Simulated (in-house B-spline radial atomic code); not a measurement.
A radial electron density 4πr²n(r) was computed for an atom or ion in its tabulated ground configuration with an all-electron radial atomic-structure program (B-spline basis); method: Dirac-Kohn-Sham BP86, spherical fractional occupations. Columns: r (bohr), 4πr²n(r) (electrons per bohr), bar.

```
 0.00266   0.9106 #
 0.00325    1.311 ##
 0.00397    1.874 ###
 0.00485    2.659 ####
 0.00592     3.73 #####
 0.00724    5.187 #######
 0.00884    7.091 ##########
  0.0108    9.533 #############
  0.0132    12.55 #################
  0.0161    16.06 ######################
  0.0197    19.97 ###########################
  0.0241     23.9 ################################
  0.0294    27.26 #####################################
  0.0359    29.52 ########################################
  0.0439     30.1 ########################################
  0.0536    28.86 #######################################
  0.0655    26.36 ###################################
    0.08    23.94 ################################
  0.0977    23.25 ###############################
   0.119    25.23 ##################################
   0.146    29.34 #######################################
   0.178    32.71 ############################################
   0.218    32.39 ############################################
   0.266    27.19 #####################################
   0.325    19.33 ##########################
   0.397    13.19 ##################
   0.485    11.63 ################
   0.592    13.47 ##################
   0.723    14.93 ####################
   0.884    13.48 ##################
    1.08    9.724 #############
    1.32    5.786 ########
    1.61    3.104 ####
    1.97    1.676 ##
     2.4   0.9973 #
    2.94   0.5836 #
    3.59   0.2955 
    4.38   0.1143 
    5.35  0.03056 
    6.54 0.005332 
    7.99 0.0005705 
    9.76 3.283e-05
```

**Question.** Which atom or ion is it?
A. Mn2+
B. Mn+
C. Ni2+
D. V+

**Answer.** B. The area under the curve, ∫4πr²n dr = ∫r·4πr²n d(ln r) on this logarithmic grid, is 24 electrons, which only this option has. The configuration is [Ar] 3d5 4s1.
